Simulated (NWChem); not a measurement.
System: C₄H₅F; SMILES C([C@@H](F)C)#C

The following NWChem deck was run.

```
start job
memory heap 200 mb stack 900 mb global 1100 mb
geometry units angstroms noautoz
  C      0.050097    -2.210172    -0.127223
  C      0.054576    -1.025010     0.100337
  C      0.047002     0.412546     0.386928
  C     -1.187827     1.119795    -0.163262
  F      1.182949     1.005386    -0.177292
  H      0.047888    -3.256512    -0.333153
  H      0.117210     0.566933     1.472048
  H     -1.244630     0.985416    -1.247210
  H     -2.097406     0.713105     0.289796
  H     -1.125943     2.189233     0.060183
end
basis spherical
  * library def2-tzvp
end
dft
  xc xpbe96 cpbe96
  iterations 150
  semidirect filesize 400000000
  mulliken
end
task dft energy
```

All runs use the structure optimised with B3LYP/6-31G* (spherical d).

**Question.** What results follow from this input? (PBE/def2-TZVP.) Quantities: energy (Ha); highest occupied level (eV); orbital gap (eV); dipole (D).

**Answer.** 
| Item | Value |
|---|---|
| energy (Ha) | -255.00 |
| highest occupied level (eV) | -6.86 |
| orbital gap (eV) | 6.02 |
| dipole (D) | 1.77 |
